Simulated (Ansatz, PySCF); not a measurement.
Cl₂Y, charge +1. Atoms are numbered in the order given.

```xyz
3

Y      0.0000     0.0000     0.6156
Cl     0.0000    -1.9499    -0.7061
Cl     0.0000     1.9499    -0.7061
```
Charge +1, spin multiplicity 1.

The structure is a stationary point at B3LYP-D3(BJ)/def2-TZVP. The spin state was assumed, not searched. The isomer is the one that the SMILES or the coordinates give; other isomers of the formula were not compared. The def2 effective core potentials stand for the cores of Y; spin–orbit coupling is left out.

Vertical ionisation energy (IE) and electron affinity (EA) in eV. Rows of orbital energies are one-electron estimates. Where ΔSCF, EOM or ADC give a negative EA the extra electron is unbound and the value depends on the basis.

```csv
level,IE,EA
"−ε(HOMO), −ε(LUMO), CAM-B3LYP/def2-TZVPD (PySCF)",15.13,7.33
"−ε(HOMO), −ε(LUMO), PBE/def2-TZVPD (PySCF)",12.53,8.78
"ΔSCF, CAM-B3LYP/def2-TZVPD (Ansatz), final states of multiplicity 2 and 2",16.21,6.64
"ΔSCF, PBE/def2-TZVPD (Ansatz), final states of multiplicity 2 and 2",15.69,6.46
```

What vertical singlet–triplet gap does ΔSCF give with CAM-B3LYP/def2-TZVPD (Ansatz, an electronic-structure program) and with PBE/def2-TZVPD (Ansatz)? (The exact figures need the calculation; the answer reports its results.)

4.59 and 4.16 eV (triplet above singlet where positive).
